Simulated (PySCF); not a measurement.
PySCF input (M06-2X/def2-TZVPD):

```python
from pyscf import gto, scf, dft

mol = gto.M(
    atom='''
    B     0.04464608    0.16872559   -0.07547794
    Cl    1.19108183    1.32416079   -0.74580513
    Cl    0.62736663   -1.41953979    0.45194296
    O    -1.23661918    0.52514328    0.01616638
    C    -2.27146034   -0.31335029    0.53965100
    H    -2.06130161   -0.57481840    1.57642695
    H    -2.35848035   -1.22450087   -0.05167697
    H    -3.19535667    0.25608988    0.48105956
    ''',
    basis='def2-tzvpd',
    charge=0,
    spin=0,
    verbose=4,
)

mf = dft.RKS(mol, xc='m062x').density_fit(auxbasis='def2-universal-jkfit')
mf.grids.level = 4
mf.conv_tol = 1e-9
mf.max_cycle = 100
mf.max_memory = 1500
mf.kernel()
if not mf.converged:
    mf = mf.newton()
    mf.kernel(mf.make_rdm1())
mf.analyze()
```

End of the output:

```
Extra cycle  E= -1060.51473499662  delta_E= -4.32e-12  |g|= 4.27e-06  |ddm|= 1.5e-05
converged SCF energy = -1060.51473499662
**** SCF Summaries ****
Total Energy =                       -1060.514734996615744
Nuclear Repulsion Energy =             257.946471699477968
One-electron Energy =                -1974.342890591885407
Two-electron Energy =                  655.881683895791639
Two-electron Coulomb Energy =          731.623277539860965
DFT Exchange-Correlation Energy =      -75.741593644069383
HOMO-LUMO gap [eV] =                    10.282886628521149
**** MO energy ****
MO #1   energy= -102.649367098457  occ= 2
MO #2   energy= -102.641978329478  occ= 2
MO #3   energy= -19.6741874960316  occ= 2
MO #4   energy= -10.6089375943916  occ= 2
MO #5   energy= -9.81382833736473  occ= 2
MO #6   energy= -9.80652012955994  occ= 2
MO #7   energy= -7.53442476509659  occ= 2
MO #8   energy= -7.53176957807776  occ= 2
MO #9   energy= -7.53099451651913  occ= 2
MO #10  energy= -7.52720716602836  occ= 2
MO #11  energy= -7.524420628506    occ= 2
MO #12  energy= -7.52364277677939  occ= 2
MO #13  energy= -7.16604733754212  occ= 2
MO #14  energy= -1.19412142488435  occ= 2
MO #15  energy= -0.95500728628079  occ= 2
MO #16  energy= -0.924319841334111 occ= 2
MO #17  energy= -0.820703957502751 occ= 2
MO #18  energy= -0.632686359260241 occ= 2
MO #19  energy= -0.569167001856907 occ= 2
MO #20  energy= -0.563991391426869 occ= 2
MO #21  energy= -0.545531592336965 occ= 2
MO #22  energy= -0.476892377472565 occ= 2
MO #23  energy= -0.454115634227729 occ= 2
MO #24  energy= -0.423099539596577 occ= 2
MO #25  energy= -0.41182893455387  occ= 2
MO #26  energy= -0.401495382815491 occ= 2
MO #27  energy= -0.390205453459391 occ= 2
MO #28  energy= -0.378951239417808 occ= 2
MO #29  energy= -0.00106212267221585 occ= 0
MO #30  energy= 0.0180904033792233 occ= 0
MO #31  energy= 0.0200276086501191 occ= 0
MO #32  energy= 0.0280356314237461 occ= 0
MO #33  energy= 0.0354326069946298 occ= 0
MO #34  energy= 0.043655121150532  occ= 0
MO #35  energy= 0.0522426037058838 occ= 0
MO #36  energy= 0.0554459695537068 occ= 0
MO #37  energy= 0.0625053355384367 occ= 0
MO #38  energy= 0.0751749589880131 occ= 0
MO #39  energy= 0.0831137402103743 occ= 0
MO #40  energy= 0.0977441547713798 occ= 0
MO #41  energy= 0.117342695789764  occ= 0
MO #42  energy= 0.118026406872042  occ= 0
MO #43  energy= 0.121551483520742  occ= 0
MO #44  energy= 0.138558392210299  occ= 0
MO #45  energy= 0.151494007577841  occ= 0
MO #46  energy= 0.153104140405337  occ= 0
MO #47  energy= 0.163656405639188  occ= 0
MO #48  energy= 0.187504099282753  occ= 0
MO #49  energy= 0.189917821796419  occ= 0
MO #50  energy= 0.197084204214971  occ= 0
MO #51  energy= 0.206387315646335  occ= 0
MO #52  energy= 0.21145140537022   occ= 0
MO #53  energy= 0.212906392106097  occ= 0
MO #54  energy= 0.232689880601505  occ= 0
MO #55  energy= 0.238246896163803  occ= 0
MO #56  energy= 0.242211252822069  occ= 0
MO #57  energy= 0.247550712466456  occ= 0
MO #58  energy= 0.248667187692838  occ= 0
MO #59  energy= 0.264625889457692  occ= 0
MO #60  energy= 0.267544486127333  occ= 0
MO #61  energy= 0.271770854416656  occ= 0
MO #62  energy= 0.282641445978979  occ= 0
MO #63  energy= 0.294181197813468  occ= 0
MO #64  energy= 0.298423664046967  occ= 0
MO #65  energy= 0.298748095879914  occ= 0
MO #66  energy= 0.307550544768904  occ= 0
MO #67  energy= 0.310745703898041  occ= 0
MO #68  energy= 0.325746398981402  occ= 0
MO #69  energy= 0.329662483784445  occ= 0
MO #70  energy= 0.337328373345092  occ= 0
MO #71  energy= 0.345848092417873  occ= 0
MO #72  energy= 0.356075322318659  occ= 0
MO #73  energy= 0.356389386917144  occ= 0
MO #74  energy= 0.383106971246347  occ= 0
MO #75  energy= 0.389996983060264  occ= 0
MO #76  energy= 0.39682366815227   occ= 0
MO #77  energy= 0.410374107044695  occ= 0
MO #78  energy= 0.414641454399809  occ= 0
MO #79  energy= 0.419368601919782  occ= 0
MO #80  energy= 0.45207855553493   occ= 0
MO #81  energy= 0.46459437006102   occ= 0
MO #82  energy= 0.481456626480233  occ= 0
MO #83  energy= 0.498125750993588  occ= 0
MO #84  energy= 0.502511863877959  occ= 0
MO #85  energy= 0.526256815895853  occ= 0
MO #86  energy= 0.529674483661506  occ= 0
MO #87  energy= 0.542352626709654  occ= 0
MO #88  energy= 0.580458295320644  occ= 0
MO #89  energy= 0.582706925604384  occ= 0
MO #90  energy= 0.593879935572955  occ= 0
MO #91  energy= 0.608361751621497  occ= 0
MO #92  energy= 0.613755045300163  occ= 0
MO #93  energy= 0.627437689397735  occ= 0
MO #94  energy= 0.657637848941822  occ= 0
MO #95  energy= 0.662121442641387  occ= 0
MO #96  energy= 0.669765386245378  occ= 0
MO #97  energy= 0.679364608269073  occ= 0
MO #98  energy= 0.695441021901315  occ= 0
MO #99  energy= 0.696097144811275  occ= 0
MO #100 energy= 0.705887427160652  occ= 0
MO #101 energy= 0.710813621262838  occ= 0
MO #102 energy= 0.726710857979194  occ= 0
MO #103 energy= 0.728086447888626  occ= 0
MO #104 energy= 0.748344545729127  occ= 0
MO #105 energy= 0.755330078537579  occ= 0
MO #106 energy= 0.755505403325043  occ= 0
MO #107 energy= 0.770514478748857  occ= 0
[...]
```
